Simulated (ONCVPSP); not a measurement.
Configuration tests for Sc (ONCV)

ONCVPSP 4.0.1 input, shortened (lines: element, Z, core and valence counts, functional; n l f; lmax; l rc ep ncon nbas qcut; lloc lpopt rc5 dvloc0; l nproj debl; icmod fcfact rcfact), PBE, scalar-relativistic:

```
  Sc 21.00    3    4        4      upf
    1    0    2.00
    2    0    2.00
    2    1    6.00
    3    0    2.00
    3    1    6.00
    3    2    1.00
    4    0    2.00
    2
    0    2.15    0.00    5    9    6.60
    1    1.35    0.00    3    6   11.70
    2    2.60    0.00    4    8    6.90
    4    1    0.95    0.00
    0    2    2.50
    1    2    2.50
    2    2    0.80
    2    0.30    0.80
```

Energies are relative to the spin-unpolarised reference configuration 3s2 3p6 3d1 4s2; without spin polarisation the order of configurations can differ from experiment. Not all tests gave a result: 1 of 4 tests not solved or not reliable.

```json
{"valence configuration": "3s2 3p6 3d1 4s1", "charge": "+1", "ΔE all-electron (eV)": "6.897", "error AE − PS (meV)": "-0.8"}
{"valence configuration": "3s2 3p6 3d1 4s0", "charge": "+2", "ΔE all-electron (eV)": "19.665", "error AE − PS (meV)": "-7.4"}
{"valence configuration": "3s2 3p5 3d1 4s2", "charge": "+1", "ΔE all-electron (eV)": "40.177", "error AE − PS (meV)": "-87"}
```

Levels in the configuration 3s2 3p6 3d1 4s0:

```
level  all-electron (eV)  pseudo (eV)
   3s            -70.402      -70.527
   3p            -48.951      -49.026
   3d            -17.912      -17.947
```
